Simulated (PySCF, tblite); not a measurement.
Isomers of C7H7ClOSi, one GFN2-xTB conformer each. Single-point energies are computed at PBE0/pcSseg-1 (PySCF, gas phase, no added dispersion term), electronic only.

Problem. Rank them by PBE0/pcSseg-1 energy, lowest first (kJ/mol).
A. `[O:1]=[C:2]([Cl:3])[c:4]1[cH:5][cH:6][cH:7][cH:8][c:9]1[SiH3:10]` with O1–C2–C4–C5 180°
B. `[Cl:1][C@H:2]1[SiH2:3][CH:4]=[C:5]1[c:6]1[cH:7][cH:8][cH:9][o:10]1` with C4–C5–C6–C7 180°
C. `[O:1]=[C:2]([Cl:3])[c:4]1[cH:5][cH:6][c:7]([SiH3:8])[cH:9][cH:10]1` with O1–C2–C4–C5 0°

Solution. A (0.0), C (0.7), B (166.3).

As drawn, the lowest has a C=O bond, which the highest lacks; the highest has a four-membered ring and a C=C bond outside aromatic rings, which the lowest lacks. Neighbours under 10 kJ/mol apart (O=C(Cl)c1ccccc1[SiH3] and O=C(Cl)c1ccc([SiH3])cc1) can change places with a better method, another conformer or zero-point energy. GFN2-xTB itself gives, in the same order: 0.0, 14.8, 135.0. Both levels put the same isomer lowest; measured from each level's own lowest isomer, the values differ by up to 31.3 kJ/mol (Cl[C@H]1[SiH2]C=C1c1ccco1: 135.0 against 166.3).

Problem. Which frontier levels, dipoles and rotational constants go with these structures?

Solution. 
```csv
SMILES,"HOMO (eV, PBE0/pcSseg-1)",LUMO (eV),dipole (D),"A, B, C (MHz)"
O=C(Cl)c1ccccc1[SiH3],-8.06,-2.45,3.68,"1285, 914.9, 537.9"
O=C(Cl)c1ccc([SiH3])cc1,-8.12,-2.41,3.80,"2972, 446.4, 389.8"
Cl[C@H]1[SiH2]C=C1c1ccco1,-6.46,-1.40,1.86,"1854, 675.2, 519.1"
```

Problem. What happens when harmonic zero-point energies from GFN2-xTB frequencies are added?

Solution. 
```
                   SMILES  ZPE (kJ/mol)  electronic (kJ/mol)  with ZPE (kJ/mol)
    O=C(Cl)c1ccccc1[SiH3]         294.5                  0.0                2.1
  O=C(Cl)c1ccc([SiH3])cc1         291.7                  0.7                0.0
Cl[C@H]1[SiH2]C=C1c1ccco1         299.3                166.3              173.2
```

The zero-point energies span 7.6 kJ/mol. O=C(Cl)c1ccc([SiH3])cc1 becomes the lowest.
